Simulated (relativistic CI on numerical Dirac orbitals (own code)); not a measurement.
Method of calculation: Dirac-Coulomb-Breit CI, separate exchange-only KLI orbitals for each configuration, model QED, unscaled Slater integrals (own radial code, finite nucleus).

The strongest absorption lines from the ground level of an ion, among the configurations computed and to levels below about 3570 eV (vacuum wavelength in nm, gf): 0.44624 (0.47), 0.50161 (1.2), 0.50686 (0.073), 0.54770 (6.2), 0.56612 (2), 0.59383 (0.37), 0.67663 (0.27), 0.69138 (0.15).

(1) Which ion is it?
A. Re⁴⁷⁺
B. Re⁴⁹⁺
C. Re⁴⁵⁺
D. Lu⁴³⁺

## Answers

(1) A. Re⁴⁷⁺ has 28 electrons and the ground level 3s²3p⁶3d¹⁰ ¹S0; the strongest line goes to 3s²3p⁶3d⁹4f ¹P°1. The pattern of lines fixes the number of electrons, and along that sequence the line energies rise steadily with the charge (about as its square where n changes within one kind of shell, about linearly where n is kept but much faster in heavy ions where fine structure, which grows about as Z⁴, sets the gap, and irregularly where shells cross), which fixes Z. Configurations outside the model, such as inner-shell arrays, can give stronger lines. At this charge energies of transitions that change n are usually good to better than 1 %, and those within a shell (Δn = 0) to a few per cent.

LS names give the leading component of a level, which can be under half, so a name can repeat, a term be missing and a line seem to break the LS rules.
